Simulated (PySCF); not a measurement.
C₂H₈BNO, SMILES CCB(N)O.

Coordinates come from a B3LYP-D3(BJ)/def2-SVP optimisation. One conformer was computed; it need not be the lowest.

Method: TDA-PBE/def2-SVPD (PySCF).

Vertical excitations. 

Q: List the lowest excited states. (Estimate from the structure and the level; the computed values follow.)

A: 
```json
[
 {"state": "S1", "energy (eV)": "5.81", "λ (nm)": "213", "f": "0.010", "main pairs": "HOMO→LUMO 100 %"},
 {"state": "S2", "energy (eV)": "6.43", "λ (nm)": "193", "f": "0.032", "main pairs": "HOMO−1→LUMO 100 %"},
 {"state": "S3", "energy (eV)": "7.01", "λ (nm)": "177", "f": "0.007", "main pairs": "HOMO→LUMO+2 46 %, HOMO→LUMO+1 38 %, HOMO−2→LUMO 9 %"},
 {"state": "S4", "energy (eV)": "7.06", "λ (nm)": "176", "f": "0.010", "main pairs": "HOMO−2→LUMO 90 %"},
 {"state": "S5", "energy (eV)": "7.15", "λ (nm)": "173", "f": "0.020", "main pairs": "HOMO→LUMO+2 49 %, HOMO→LUMO+1 30 %, HOMO→LUMO+3 18 %"},
 {"state": "S6", "energy (eV)": "7.57", "λ (nm)": "164", "f": "0.017", "main pairs": "HOMO−3→LUMO 97 %"},
 {"state": "S7", "energy (eV)": "7.60", "λ (nm)": "163", "f": "0.024", "main pairs": "HOMO−1→LUMO+1 91 %"},
 {"state": "S8", "energy (eV)": "7.70", "λ (nm)": "161", "f": "0.001", "main pairs": "HOMO−1→LUMO+2 91 %"},
 {"state": "S9", "energy (eV)": "7.80", "λ (nm)": "159", "f": "0.001", "main pairs": "HOMO→LUMO+4 44 %, HOMO−4→LUMO 28 %, HOMO→LUMO+3 17 %"},
 {"state": "S10", "energy (eV)": "7.86", "λ (nm)": "158", "f": "0.013", "main pairs": "HOMO→LUMO+4 48 %, HOMO−4→LUMO 48 %"},
 {"state": "T1", "energy (eV)": "5.63", "λ (nm)": "220", "f": "0", "main pairs": "HOMO→LUMO 100 %"},
 {"state": "T2", "energy (eV)": "6.32", "λ (nm)": "196", "f": "0", "main pairs": "HOMO−1→LUMO 100 %"},
 {"state": "T3", "energy (eV)": "6.51", "λ (nm)": "190", "f": "0", "main pairs": "HOMO→LUMO+1 89 %"},
 {"state": "T4", "energy (eV)": "6.91", "λ (nm)": "180", "f": "0", "main pairs": "HOMO→LUMO+2 88 %"}
]
```
Triplets are in the Tamm–Dancoff approximation.
